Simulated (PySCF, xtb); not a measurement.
## Relative energy of two spin states of FN2Si−

Structure I: the triplet with the links of `[N-]=N[Si]F`. Structure II: `[N-]=N[Si]F`, a singlet. Both are isolated ions in the gas phase, relaxed with B3LYP-D3(BJ)/def2-SVPD; the shapes shown needn't be the lowest conformers.

I (Å):

```xyz
4

F     1.6299   -3.6424    0.8280
N    -1.3601   -3.5991    2.4571
N    -0.2730   -3.2506    2.8414
Si    1.4520   -3.0640    2.4702
```

II (Å):

```csv
atom,x (Å),y (Å),z (Å)
F,1.5606,-3.4564,0.6637
N,-1.4172,-3.3825,2.7449
N,-0.2703,-3.3847,2.5415
Si,1.4980,-3.3799,2.4118
```

Estimate E(II) − E(I) at the level CCSD(T)/def2-SVPD.

Calculated at CCSD(T)/def2-SVPD: E(II) − E(I) = −35.4 kJ/mol, so structure II lies lower.

How the difference moves with the method:

```tsv
level	geometry	E(II) − E(I) (kJ/mol)	departure from the last row (kJ/mol)	job, with rough time for the two
B3LYP-D3(BJ)/def2-SVPD	B3LYP-D3(BJ)/def2-SVPD	−17.1	+18.3	optimisation, 1.7 min
HF/def2-SVPD	B3LYP-D3(BJ)/def2-SVPD	+97.5	+132.9	part of the CCSD(T) run
MP2/def2-SVPD	B3LYP-D3(BJ)/def2-SVPD	−91.5	−56.0	part of the CCSD(T) run
CCSD(T)/def2-SVPD	B3LYP-D3(BJ)/def2-SVPD	−35.4		single point, 47 s
```

HF/def2-SVPD puts the two in the other order. The largest departure from CCSD(T)/def2-SVPD is that of HF/def2-SVPD, 132.9 kJ/mol. No reliable frequencies are at hand for I or II, so they aren't confirmed as minima. Levels run at GFN2-xTB geometries aren't shown.

The T1 diagnostic of structure II is large, so the coupled-cluster value is less sure. Open shells are spin-unrestricted, with notable spin contamination under HF/def2-SVPD, MP2/def2-SVPD, CCSD(T)/def2-SVPD. The correlated steps freeze 8 core orbitals. Codes used: PySCF 2.14.0; the last row on 2 threads of AMD EPYC 9R45 96-Core Processor (Zen 5) on a shared host.
